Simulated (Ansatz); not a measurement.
`F[B](F)[SnH3]` + H₂ → `[SnH4]` + `FBF`  (hydrogenolysis of the Sn–B bond)

Program: Ansatz. Geometries: PBE0-D4/def2-TZVP. ΔE: electronic, gas phase. CCSD(T)/CBS is the MP2 limit (def2-TZVPP, def2-QZVPP) plus CCSD(T) − MP2 in def2-TZVPP, frozen cores. This one scheme is used for every species. Functionals use def2-TZVPP. Elements past krypton have def2 core potentials. For Sn outer-core shells are correlated without core-valence functions, which leaves a few kJ/mol of doubt a bond.

CCSD(T)/CBS gives -7.6 kcal/mol.

(1) Another level gave -8.3 kcal/mol. Which?
A. B97M-V/def2-TZVPP
B. r2SCANh/def2-TZVPP
C. HF/def2-TZVPP
D. BLYP-D4/def2-TZVPP

Largest T1 diagnostic among the species: 0.014.

## Answers

(1) B. r2SCANh -8.3, B97M-V -11.0, BLYP-D4 -7.1, HF/def2-TZVPP -15.4 kcal/mol.

At CCSD(T), def2-SVP lies −4.2 kcal/mol from the extrapolated value and def2-TZVPP −1.3 kcal/mol. From r2SCAN to r2SCAN0 (25 % exact exchange), in def2-TZVPP and without D4, ΔE moves by −1.2 kcal/mol. Leaving LDA and LC-ωPBE aside and taking each functional with its dispersion term where it has one, the values, not all of them listed here, spread over 5.2 kcal/mol, from B97M-V to revPBE-D4.
